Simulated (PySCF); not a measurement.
# Two-component Hartree-Fock for K⁴⁺ (potassium, charge +4)

Start: [Ne] 3s2 3p3; 3p1/2 filled at m_j = -1/2, +1/2; 3p3/2 filled at m_j = +3/2. Calculated with PySCF 2.14 in an even-tempered Gaussian basis (21 s from 0.14 bohr⁻², ratio 2.4; 14 p from 0.18 bohr⁻², ratio 2.4; 5 d from 1.5 bohr⁻², ratio 2.6; 5 f from 2.3 bohr⁻², ratio 2.6): generalised Hartree-Fock with the X2C-1e Hamiltonian and a Gaussian nucleus; one run each with spin-orbit coupling (SO) switched off, then screened by Boettger's factors.

```
spinor shell  electrons  ε, spin-free (eV)  ε, screened SO (eV)  weight of nominal j (screened SO)  rms radius, screened SO (bohr)
       1s1/2          2            -3715.4              -3715.4                              1.000                          0.0937
       2s1/2          2            -460.23              -460.22                              1.000                           0.416
       2p1/2          2            -376.44              -379.09                              0.855                           0.385
       2p3/2          4            -376.44              -375.12                              0.928                           0.387
       3s1/2          2            -98.897              -98.895                              1.000                            1.26
       3p1/2          2            -81.973              -82.040                              0.526                            1.33
       3p3/2          1            -81.973              -81.839                              1.000                            1.33
```

| quantity | spin-free | screened SO |
| --- | --- | --- |
| E (hartree) | -596.37930 | -596.38205 |
| M_J | 3/2 | 3/2 |
| ⟨J²⟩ | 3.751 | 3.751 |
| ⟨L²⟩ | 0.000 | 0.003 |
| ⟨S²⟩ | 3.751 | 3.746 |

Each row is a mean over spinors that exchange with the open shell spreads, by up to 13.834 eV (3s1/2).

Rows whose weight is well below 1 are mixtures of j = l ± 1/2: exchange outweighs spin-orbit coupling there, and the label is only the starting occupation.

Without spin-orbit coupling the j labels of p, d and f shells carry no meaning; the spin-free column gives the mean over the occupied spinors of each nl shell.
